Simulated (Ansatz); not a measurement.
One change: `NBO[SiH2]F` becomes `F[SiH2]OCI`.

Ansatz, PBE0-D4/def2-TZVP geometries, multiplicity 1. Each molecule was computed in one conformer, which needn't be the lowest.

Elements past krypton have def2 core potentials.

```
                                          property  `NBO[SiH2]F`
                 LUMO energy (PBE/def2-TZVPP) / eV         -0.16
             HOMO–LUMO gap (B3LYP/def2-TZVPP) / eV          8.53
               LUMO energy (B3LYP/def2-TZVPP) / eV          0.51
    size of the dipole moment (PBE/def2-TZVPP) / D          2.27
                 HOMO energy (PBE/def2-TZVPP) / eV         -6.86
size of the dipole moment (ωB97M-V/def2-TZVPP) / D          2.24
```

(1) What does the change do to each property? (An estimate is asked.)

## Answers

(1) Computed: 
```csv
property,`F[SiH2]OCI`,shift
LUMO energy (PBE/def2-TZVPP) / eV,-1.99,-1.83
HOMO–LUMO gap (B3LYP/def2-TZVPP) / eV,5.87,-2.66
LUMO energy (B3LYP/def2-TZVPP) / eV,-1.34,-1.85
size of the dipole moment (PBE/def2-TZVPP) / D,1.12,-1.15
HOMO energy (PBE/def2-TZVPP) / eV,-6.28,0.58
size of the dipole moment (ωB97M-V/def2-TZVPP) / D,1.04,-1.20
```

With PBE0 the HOMO rises by 0.82 eV and the LUMO falls by 1.86 eV, so the gap narrows by about 2.68 eV. PBE moves the HOMO by 0.58 eV and ωB97M-V by 1.04 eV. Dipoles are sizes alone; their direction can turn.

B3LYP here is the variant with VWN-RPA as its local correlation; programs differ in this.

Spin–orbit coupling is left out; it splits and shifts lone-pair levels of the heavy atoms by tenths of an eV.
